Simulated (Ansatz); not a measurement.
A run for Ansatz (a first-principles code): U-PBE/cc-pV(T+d)Z on F2Si (SMILES F[Si]F), a point of a bond scan (R = 2.414 Å). Files ending in .json are basis or fitting sets from the Basis Set Exchange.

Ansatz 0.2 input:
```yaml
crystal:
  periodic: [false, false, false]
  atoms:
    - {symbol: Si, position_ang: [0.01300632, 0.00212733, 0.57701376]}
    - {symbol: F, position_ang: [1.51077600, -1.05561368, -0.99235348]}
    - {symbol: F, position_ang: [-1.03175149, 0.69972417, -0.42834589]}
basis:
  gaussian:
    orbitals: cc-pV_T+d_Z.json
hamiltonian:
  xc: {name: PBE}
magnetization: {spin_polarized: true, initial_magnetization: 0}
```

Program output:

```
WARN ansatz: RAYON_NUM_THREADS=1 ignored (pool sized by the plan → 1); use --threads N
Functional definition: PBE
integrals: 0.02 GiB planned
590 factors; their error is unknown
mean field: 0.24 GiB planned
mean field evaluation 1: about -13298.1782 eV, gradient 4.3e1 eV
mean field evaluation 2: about -12992.5688 eV, gradient 1.5e2 eV
mean field evaluation 4: about -13302.6797 eV, gradient 1.7e1 eV
mean field evaluation 8: about -13304.5252 eV, gradient 3.3e0 eV
mean field evaluation 16: about -13304.5477 eV, gradient 8.9e-5 eV
mean field -13304.54766817 eV, -488.9331086590 hartree, gradient 1.7e-5 eV, S^2 0.000000; 0 other end points of the search recorded, 0 dependent functions left out
reference -13304.54769346 eV, -488.9331095883 hartree; 16, 16 occupied and 83, 83 virtual orbitals, 590 factors
Total energy: -13304.54769346 eV, -488.9331095883 hartree
```

The calculation finished and met its thresholds.

Cost: very roughly 1.0 core-seconds.
